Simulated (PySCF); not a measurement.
An equivalent PySCF input for C (carbon, neutral), [He] 2s2 2p2, high-spin 3P determinant, with the non-relativistic Hamiltonian (point nucleus):

```python
from pyscf import gto, scf, dft, mp, cc
import basis_set_exchange as bse
mol = gto.M(atom="C 0 0 0", charge=0, spin=2, symmetry="D2h",
            basis=gto.basis.parse(bse.get_basis("def2-QZVPPD", elements=["C"], fmt="nwchem")))
mf = scf.UHF(mol)
mf.irrep_nelec = {'Ag': (2, 2), 'B1u': (1, 0), 'B2u': (1, 0)}
mf.kernel()
```

It reaches the same state as the run whose output follows, and the same energy. The run itself started from symmetry-adapted Hartree-Fock orbitals and held the occupation by maximum overlap, so the iterations belong to that start.

```
SCF conv_tol = 1e-09
number electrons alpha = 4  beta = 2
cycle= 1 E= -37.6932880735344  delta_E= -0.00337  |g|= 0.0218  |ddm|= 0.0281
cycle= 2 E= -37.6936096541766  delta_E= -0.000322  |g|= 0.00689  |ddm|= 0.00933
cycle= 3 E= -37.693649153392  delta_E= -3.95e-05  |g|= 0.000388  |ddm|= 0.00468
cycle= 4 E= -37.6936493255156  delta_E= -1.72e-07  |g|= 6.62e-05  |ddm|= 0.000477
cycle= 5 E= -37.6936493331427  delta_E= -7.63e-09  |g|= 2.06e-05  |ddm|= 0.000135
cycle= 6 E= -37.6936493338897  delta_E= -7.47e-10  |g|= 2.27e-06  |ddm|= 5.14e-05
converged SCF energy = -37.6936493338897  <S^2> = 2.0104335  2S+1 = 3.0069476
```
